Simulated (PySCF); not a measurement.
F4S, SMILES FS(F)(F)F (connectivity only; charge and spin as stated), charge +1, multiplicity 2. The structure is a stationary point at PBE0-D3(BJ)/def2-SVP. The spin state was assumed, not searched.

Level of theory: PBE0-D3(BJ)/def2-SVP in PySCF.

Harmonic wavenumbers (cm⁻¹): 257, 311, 396, 487, 490, 674, 846, 976, 1027. Rotational constants (GHz): 5.994, 4.103, 3.431; symmetry number 2.

Question: Work out the zero-point energy and the ideal-gas rigid-rotor harmonic-oscillator thermochemistry at 298.15 K and 1 atm.

Answer: ZPE = ½ Σ hcν = ½ × 5464 cm⁻¹ = 32.68 kJ/mol. H − E(el) = 47.65 kJ/mol. Entropy in J/(mol K): translation 167.15, rotation 101.96, vibration 25.47, spin 5.76, total 300.34. G − E(el) = -41.89 kJ/mol. Cp = 73.60 J/(mol K).
